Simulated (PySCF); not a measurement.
C2H7AlO, SMILES [CH3][Al]([CH3])[OH]. Atoms are numbered in the order given.

```xyz
11

Al     0.0501    -0.0003     0.0000
C     -0.8697     1.7280     0.0000
H     -1.5240     1.8382     0.8838
H     -1.5240     1.8382    -0.8838
H     -0.1606     2.5721     0.0000
C     -0.8957    -1.7251     0.0000
H     -0.2287    -2.6037     0.0000
H     -1.5549    -1.8109    -0.8834
H     -1.5549    -1.8109     0.8834
O      1.7673     0.0812     0.0000
H      2.3504    -0.6867     0.0000
```
Charge 0, spin multiplicity 1.

Geometry: TPSSh-D3(BJ)/def2-SVP. The isomer is the one that the SMILES or the coordinates give; other isomers of the formula were not compared. One conformer was computed; it need not be the lowest.

These are B3LYP/pcSseg-1 (PySCF) values and carry that method's errors.

GIAO shieldings, no solvent; atoms listed in one row are averaged. δ = σ(ref) − σ: ¹³C against TMS (σ = 181.3 ppm); ¹H against TMS (σ = 31.68 ppm); ¹⁷O against H2O (σ = 333.8 ppm), references at their B3LYP-D3(BJ)/def2-TZVP geometries, non-relativistic.

| nucleus | atoms | count | δ (ppm) |
|---|---|---|---|
| ¹³C | C6 | 1 | -8.6 |
| ¹³C | C2 | 1 | -10.6 |
| ¹H | H11 | 1 | 2.99 |
| ¹H | H3, H4, H5 | 3 | -0.11 |
| ¹H | H7, H8, H9 | 3 | -0.19 |
| ¹⁷O | O10 | 1 | 83.2 |
